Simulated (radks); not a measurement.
The technetium ion Tc2+, [Kr] 4d5. Method: non-relativistic Kohn-Sham, LDA (Slater exchange, Perdew-Wang correlation), spin-polarised, spherical densities, point nucleus; computed with a radial shooting solver on a logarithmic mesh with Libxc functionals. Every spin shell is full or empty, so the densities are truly spherical. Functionals are evaluated on that one density, not self-consistently. Rank these exchange functionals by their error against the exact value of the orbitals, and give that value: LDA, B88, PBE, PW91, WC, AM05, SOGGA, B86b, APBE, revTPSS, SCAN, TASK.

Answer. Exact: -123.965 hartree. From best to worst, with 100 (|E| - |E exact|)/|E exact| (equal figures are ties): B86b 0.00, PW91 -0.02, B88 +0.03, SCAN +0.20, APBE +0.34, PBE -0.44, revTPSS -0.89, WC -0.93, TASK -2.31, SOGGA -2.42, AM05 -4.79, LDA -5.18.
